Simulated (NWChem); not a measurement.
Isomers of C₄H₄F₂, each optimised at PBE0/def2-SVP with NWChem, gas phase unless a solvent is named. Flexible species stand in one conformer each, which need not be the lowest.  Relative energies count from the lowest isomer at each level and are electronic, without zero-point energy, on those geometries.

A: C=C(F)/C=C\F
B: C=C(F)C(F)=C
C: FC=C=C(C)F
D: FC(=C=CC)F

### Question
Which isomer is lowest, and do the levels agree? Levels: PBE0/def2-SVP; PBE/def2-SVP; B3LYP/def2-SVP; LDA (Slater exchange, VWN5)/def2-SVP; PBE0/def2-SVP; PW6B95/def2-SVP; CAM-B3LYP/def2-SVP.

### Answer
All put B lowest.
```
quantity                                                            A    B     C     D
----------------------------------------------------------------  ---  ---  ----  ----
relative energy, PBE0/def2-SVP (kcal/mol)                         2.3  0.0  18.1  16.1
relative energy, PBE/def2-SVP (kcal/mol)                          1.9  0.0  16.8  15.3
relative energy, B3LYP/def2-SVP (kcal/mol)                        2.3  0.0  18.1  16.8
relative energy, LDA (Slater exchange, VWN5)/def2-SVP (kcal/mol)  2.7  0.0  18.1  15.9
relative energy, PBE0/def2-SVP (kcal/mol)                         2.3  0.0  18.1  16.1
relative energy, PW6B95/def2-SVP (kcal/mol)                       2.5  0.0  18.5  16.8
relative energy, CAM-B3LYP/def2-SVP (kcal/mol)                    2.8  0.0  18.9  17.2
```
